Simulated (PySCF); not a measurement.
Run record: geometry optimisation, `O=S(=O)(c1ccnnc1)C(F)(F)F`.

Computed with PBE0-D3(BJ)/def2-SVP geometry optimisation, gas phase (PySCF 2.14.0). Start geometry: GFN2-xTB. The input is one job of a driver script: a line of settings, then coordinates in Å.

Input:
```
{"job": {"xc": "PBE0", "basis": "def2-SVP", "d3": "d3bj", "grid": 1, "kind": "geom"}, "charge": 0, "multiplicity": 1}
O     -1.464477     2.208971    -0.330807
S     -1.258879     0.840122    -0.667228
O     -1.603377     0.353609    -1.962633
C      0.404217     0.322974    -0.231652
C      0.962985    -0.783548    -0.830914
C      2.248994    -1.122790    -0.397823
N      2.887668    -0.429346     0.522596
N      2.351385     0.611221     1.072613
C      1.139331     1.006434     0.730483
C     -2.250054    -0.195496     0.581739
F     -3.552608    -0.018307     0.467519
F     -1.962460    -1.483605     0.384773
F     -1.868997     0.122913     1.817942
H      0.431007    -1.335923    -1.589097
H      2.780328    -1.972918    -0.800071
H      0.747339     1.884634     1.221150
```

Task: Estimate the output.

Result: 
```
step   0  E = -1148.27972736  max force = 0.034191
step   1  E = -1148.28384027  max force = 0.005595
step   2  E = -1148.28463879  max force = 0.002927
step   3  E = -1148.28476130  max force = 0.002170
step   4  E = -1148.28477585  max force = 0.001532
step   5  E = -1148.28479702  max force = 0.000665
step   6  E = -1148.28479863  max force = 0.000455
step   7  E = -1148.28480454  max force = 0.000176
optimisation converged
```

Energies in Eh; «max force» is the largest Cartesian gradient component in Eh/bohr.

Task: Give the first gradient maximum in eV/Å.

Result: With 1 Eh/bohr = 51.422 eV/Å, 1.758 eV/Å.

Task: How much energy does the optimisation release, in eV?

Result: E(step 0) − E(last step) = 0.005077 Eh, which is 0.138 eV.

Summary of the converged run: final energy -1148.28480 Eh after 7 steps; dipole 2.54 D.

The run took about 8 min of CPU time (one thread, shared machine).
Labels such as C1 count atoms from 1, the log's own numbers from 0.
